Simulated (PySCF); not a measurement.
## Mayer bond orders and bond lengths

Species: C₇H₁₃F.
Atom-mapped SMILES: `[CH2:1]=[C:2]([CH2:3][F:4])[C@@H:5]([CH3:6])[CH2:7][CH3:8]` (hydrogens: H9, H10 on C1; H11, H12 on C3; H13 on C5; H14, H15, H16 on C6; H17, H18 on C7; H19, H20, H21 on C8)

Structure used (GFN2-xTB), in Å, numbered top down from 1:
```xyz
21
C7H13F angstrom
C     -1.1113    0.1448   -1.9916
C     -0.7715    0.3258   -0.7257
C     -1.8105    0.4878    0.3500
F     -3.0875    0.4405   -0.1517
C      0.6712    0.3923   -0.2827
C      1.0112    1.7683    0.2977
C      1.0277   -0.7160    0.7183
C      0.7700   -2.1074    0.1531
H     -2.1406    0.1056   -2.3039
H     -0.3695    0.0296   -2.7630
H     -1.7431   -0.3158    1.0929
H     -1.7126    1.4571    0.8524
H      1.2854    0.2433   -1.1774
H      0.6907    2.5559   -0.3803
H      2.0857    1.8561    0.4416
H      0.5290    1.9179    1.2608
H      0.4601   -0.5798    1.6412
H      2.0859   -0.6206    0.9715
H     -0.2807   -2.2348   -0.0960
H      1.0490   -2.8704    0.8760
H      1.3523   -2.2629   -0.7523
```

Bond orders from the PBE0/pcSseg-1 density (PySCF). Isolated species at its GFN2-xTB geometry (one conformer only).

(1) Where do the orders between heavy atoms depart from those drawn in the SMILES?

(2) Give the Mayer order of every bond, beside its length.

Results:

(1) The largest departure is 0.113, at C3–F4 (drawn single, 0.887).

(2) 
| bond | drawn as | length (Å) | Mayer order |
| --- | --- | --- | --- |
| C1–C2 | double | 1.323 | 2.001 |
| C2–C3 | single | 1.504 | 0.984 |
| C3–F4 | single | 1.373 | 0.887 |
| C2–C5 | single | 1.511 | 0.984 |
| C5–C6 | single | 1.532 | 1.035 |
| C5–C7 | single | 1.535 | 1.001 |
| C7–C8 | single | 1.524 | 1.063 |
| C1–H9 | single | 1.076 | 0.937 |
| C1–H10 | single | 1.076 | 0.944 |
| C3–H11 | single | 1.096 | 0.936 |
| C3–H12 | single | 1.096 | 0.941 |
| C5–H13 | single | 1.095 | 0.938 |
| C6–H14 | single | 1.088 | 0.966 |
| C6–H15 | single | 1.088 | 0.964 |
| C6–H16 | single | 1.087 | 0.958 |
| C7–H17 | single | 1.092 | 0.944 |
| C7–H18 | single | 1.092 | 0.952 |
| C8–H19 | single | 1.087 | 0.959 |
| C8–H20 | single | 1.088 | 0.967 |
| C8–H21 | single | 1.088 | 0.965 |

By pair of heavy elements: C–C: lowest C2–C3 and C2–C5 (0.984, 1.504 Å), highest C1–C2 (2.001, 1.323 Å); in 4 of the 15 pairs the longer bond (by over 0.003 Å) has the higher order (by 0.02 or more). Bonds named together lie within 0.004.

**Question.** Sum the orders of all bonds at each heavy atom with more than one neighbour and set the sums beside the valence in the SMILES.

**Answer.** C1 3.882 (drawn 4), C2 3.969 (drawn 4), C3 3.748 (drawn 4), C5 3.958 (drawn 4), C6 3.923 (drawn 4), C7 3.960 (drawn 4), C8 3.954 (drawn 4). Orders between atoms that aren't bonded are not in these sums.

The Mayer order sums products of elements of PS (density times overlap matrix) between the two atoms' basis functions, so it depends on the basis set.
